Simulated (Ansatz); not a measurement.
W₄⁺. The state is a doublet with charge 1. Geometry PBE0-D4/def2-SVP, that of the neutral singlet; atoms count from 1.

```
atom    x (Å)    y (Å)    z (Å)
  W1  -0.1223   1.2086  -0.9881
  W2  -0.2640  -1.4683   0.4756
  W3  -1.0717   0.5913   0.9764
  W4   1.4580  -0.3315  -0.4639
```

In the def2 sets W takes a core potential; there is no spin–orbit coupling. The charge 1 doublet is spin-contaminated (final ⟨S²⟩ up to 1.44, 0.75 for a pure state). Another isomer (singlet) lies 0.08 eV lower at PBE0-D4/def2-TZVP.

Estimate the Mulliken populations from the PBE0/def2-TZVP orbitals of Ansatz.


| atom | charge (e) | spin (α − β) | d electrons |
| --- | --- | --- | --- |
| W1 | 0.26 | -0.98 | 4.56 |
| W2 | 0.26 | -0.98 | 4.56 |
| W3 | 0.24 | 1.48 | 4.55 |
| W4 | 0.24 | 1.48 | 4.55 |
Mulliken values and Mayer orders depend strongly on the basis.

Where does the spin sit?

Summed by element: W 1.00, of 1 unpaired in all. Largest on single atoms: W3 1.48, W4 1.48, W1 -0.98.

And the Mayer bond orders between bonded heavy atoms (over 0.3)?

W1–W2 0.52 (3.05 Å); W1–W3 2.56 (2.27 Å); W1–W4 2.56 (2.27 Å); W2–W3 2.56 (2.27 Å); W2–W4 2.56 (2.27 Å); W3–W4 0.56 (3.05 Å).
